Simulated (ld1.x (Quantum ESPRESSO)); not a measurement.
**PW91 TM dataset for antimony (Sb), scalar-relativistic all-electron reference.**

* Element: Sb (Z = 51)
* Generator: ld1.x (Quantum ESPRESSO) 7.5
* Type: norm-conserving Troullier–Martins (Kleinman–Bylander form)
* Functional: PW91
* Relativity: scalar-relativistic
* Frozen core: [Ar] 3d10
* Valence charge: 23
* Reference configuration: 4s2 4p6 4d10 5s2 5p3
* Partial waves: 4s (bound): rc 0.90 bohr; 4p (bound): rc 0.95 bohr; 4d (bound): rc 1.50 bohr
* Local potential: the d channel
* Core correction: none

Occupied shells without a wave of their own: 5p, 5s. They enter only through the test configuration that unscreens the potential.

All-electron outer shells of the reference configuration (PW91, scalar-relativistic, ld1.x):

```
shell  level (eV)  outermost node (bohr)  outermost maximum (bohr)
   3p     -750.58                   0.13                      0.29
   3d     -516.05                      –                      0.24
   4s     -148.86                   0.39                      0.73
   4p     -101.81                   0.39                      0.76
   4d      -33.54                   0.38                      0.84
   5s      -12.90                   0.95                      1.90
   5p       -4.88                   1.04                      2.32
```

Results:

```
Cutoffs needed           : 230 Ry and over 300 Ry (the cutoffs (Ry, on a coarse ladder) from which the occupation-weighted sum of valence levels, in a spherical-Bessel basis at the reference potential, stays within 10 and 1 mRy of its value at 400 Ry)
Ghost test               : no extra level below or beside the all-electron valence levels (s, p, d, f tested) (spherical-Bessel basis up to 400 Ry, 20 bohr box)
Largest excitation error : -328 meV (all-electron minus pseudo) for 4s2 4p6 4d10 5s0 5p5, out of 7 test configurations
```

Generation and tests took about 8.3 s on one core of a shared server CPU.
